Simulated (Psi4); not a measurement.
C2H5O, doublet, geometry from GFN2-xTB; CCSD(T)/6-31G* in Psi4 1.11.

The Psi4 input:
```
memory 2 GB

molecule mol {
0 2
  C     1.047024   -0.592239   -0.007778
  C    -0.033474    0.487246   -0.001258
  O    -1.283881    0.104237    0.011538
  H     0.146305    1.197116    0.849888
  H     0.130490    1.191616   -0.860131
  H     2.036772   -0.143996   -0.018373
  H     0.946215   -1.221511    0.873826
  H     0.929965   -1.227162   -0.883301
}

set basis 6-31g*
set reference uhf

energy('ccsd(t)')
print_variables()
```

What the program printed (banner, timings and long lists left out):

```
   => Loading Basis Set <=

    Name: 6-31G*
    Role: ORBITAL
    Keyword: BASIS

         ---------------------------------------------------------
                                   SCF
               by Justin Turney, Rob Parrish, Andy Simmonett
                          and Daniel G. A. Smith
                              UHF Reference
         ---------------------------------------------------------

  ==> Geometry <==

    Molecular point group: c1
    Full point group: C1

    Geometry (in Angstrom), charge = 0, multiplicity = 2:

       Center              X                  Y                   Z               Mass
    ------------   -----------------  -----------------  -----------------  -----------------
         C            1.139186175359    -0.596720345724    -0.008615772089    12.000000000000
         C            0.058688175359     0.482764654276    -0.002095772089    12.000000000000
         O           -1.191718824641     0.099755654276     0.010700227911    15.994914619570
         H            0.238467175359     1.192634654276     0.849050227911     1.007825032230
         H            0.222652175359     1.187134654276    -0.860968772089     1.007825032230
         H            2.128934175359    -0.148477345724    -0.019210772089     1.007825032230
         H            1.038377175359    -1.225992345724     0.872988227911     1.007825032230
         H            1.022127175359    -1.231643345724    -0.884138772089     1.007825032230

  Running in c1 symmetry.

  Rotational constants: A =      1.38674  B =      0.32295  C =      0.28917 [cm^-1]
  Rotational constants: A =  41573.44634  B =   9681.71971  C =   8669.14196 [MHz]
  Nuclear repulsion =   75.104136232617478

  Charge       = 0
  Multiplicity = 2
  Electrons    = 25
  Nalpha       = 13
  Nbeta        = 12

  ==> Algorithm <==

  SCF Algorithm Type is PK.
  DIIS enabled.
  MOM disabled.
  Fractional occupation disabled.
  Guess Type is SAD.
  Energy threshold   = 1.00e-08
  Density threshold  = 1.00e-08
  Integral threshold = 1.00e-12

  ==> Primary Basis <==

  Basis Set: 6-31G*
    Blend: 6-31G*
    Number of shells: 28
    Number of basis functions: 55
    Number of Cartesian functions: 55
    Spherical Harmonics?: false
    Max angular momentum: 2

  ==> Integral Setup <==

  Using in-core PK algorithm.
   Calculation information:
      Number of atoms:                   8
      Number of AO shells:              28
      Number of primitives:             65
      Number of atomic orbitals:        55
      Number of basis functions:        55

      Integral cutoff                 1.00e-12
      Number of threads:                 1

  Performing in-core PK
  Using 2373140 doubles for integral storage.
  We computed 81928 shell quartets total.
  Whereas there are 82621 unique shell quartets.

  ==> DiskJK: Disk-Based J/K Matrices <==

    J tasked:                  Yes
    K tasked:                  Yes
    wK tasked:                  No
    Schwarz Cutoff:          1E-12

  Minimum eigenvalue in the overlap matrix is 5.7233890105E-03.
  Reciprocal condition number of the overlap matrix is 8.6629973101E-04.
    Using symmetric orthogonalization.

  ==> Pre-Iterations <==

  SCF Guess: Superposition of Atomic Densities via on-the-fly atomic UHF (no occupation information).

   -------------------------
    Irrep   Nso     Nmo
   -------------------------
     A         55      55
   -------------------------
    Total      55      55
   -------------------------

  ==> Iterations <==

                        Total Energy        Delta E     RMS |[F,P]|

   @UHF iter SAD:  -152.62456163305882   -1.52625e+02   0.00000e+00
   @UHF iter   1:  -153.27110523518195   -6.46544e-01   8.17402e-03 DIIS/ADIIS
   @UHF iter   2:  -153.38544722461938   -1.14342e-01   6.14969e-03 DIIS/ADIIS
   @UHF iter   3:  -153.43343890338389   -4.79917e-02   1.59209e-03 DIIS/ADIIS
   @UHF iter   4:  -153.44875592962649   -1.53170e-02   8.58454e-04 DIIS/ADIIS
[...]
  @UHF Final Energy:  -153.45403343424127
    Total Energy =                       -153.4540334342412677
[...]
             10   5        -0.0162887634
              7   5         0.0158010808
             11   7         0.0134181186
             10  12         0.0131781184
             10  22        -0.0130214876
             10   3         0.0122720002
              7  22         0.0102557916
             11   1         0.0094200100

    Largest TIJAB Amplitudes:
     10   9   9   4         0.0103074485
     12   6  21  19        -0.0096591793
     10   9   7   3         0.0091655305
      8   7  10   6        -0.0091315214
     12  10   6   5         0.0083794923
     12  11   7   6         0.0079853772
     12   9   8   2        -0.0078079292
     10   9  16   9        -0.0077048872
      8   6  21  19        -0.0076505435
     11   8   7   6         0.0075055417

    Largest Tijab Amplitudes:
     10   8   6   0         0.0116171457
      8   7   6   0         0.0109393603
     11   7   8   3        -0.0104160206
      8   6  11   7        -0.0089930335
     10   8   9   7         0.0088461196
     10   3   6   0         0.0087046594
     11  10   9   7         0.0086938670
      7   3   6   0        -0.0084882474
     11  10   7   0         0.0082949697
      8   7   8   3         0.0082900838

    Largest TIjAb Amplitudes:
     10   9   3   4         0.0327888031
     12  11   6   7        -0.0227420563
     12  11  21  21        -0.0214137822
     11  10   2   3        -0.0196758389
     11  10   2   0         0.0195846602
     11   7   2   0        -0.0190958930
     10   9  17  18         0.0188696292
      7   6  10  11        -0.0187501347
     10   9   9  10         0.0174713170
      9   7   2   3        -0.0172305697

    SCF energy       (wfn)                    = -153.454033434241268
    Reference energy (file100)                = -153.454033434241410

    Opposite-spin MP2 correlation energy      =   -0.310510076250132
    Same-spin MP2 correlation energy          =   -0.098605527649832
    Singles MP2 correlation energy            =   -0.000000000000000
    MP2 correlation energy                    =   -0.409115603899964
      * MP2 total energy                      = -153.863149038141387

    Opposite-spin CCSD correlation energy     =   -0.356333763934204
    Same-spin CCSD correlation energy         =   -0.093848448828221
    Singles CCSD correlation energy           =   -0.000000000000000
    CCSD correlation energy                   =   -0.450182212762425
      * CCSD total energy                     = -153.904215647003838

            **************************
            *                        *
            *        CCTRIPLES       *
            *                        *
            **************************

    Wave function   =    CCSD_T
    Reference wfn   =      UHF

    Nuclear Rep. energy (wfn)                =   75.104136232617478
    SCF energy          (wfn)                = -153.454033434241268
    Reference energy    (file100)            = -153.454033434241410
    CCSD energy         (file100)            =   -0.450182212762425
    Total CCSD energy   (file100)            = -153.904215647003838

    Number of ijk index combinations:
    Spin Case AAA:                                 286
    Spin Case BBB:                                 220
    Spin Case AAB:                                 936
    Spin Case ABB:                                 858
    AAA (T) energy                             =   -0.000234146100541
    BBB (T) energy                             =   -0.000277402717326
    AAB (T) energy                             =   -0.005238595702972
    ABB (T) energy                             =   -0.005101451251689
    (T) energy                                   =   -0.010851595772528
      * CCSD(T) total energy                     = -153.915067242776360

  Variable Map:
  ----------------------------------------------------------------------------
[...]
  Array Variable Map:
  ----------------------------------------------------------------------------
[...]
[...]
```
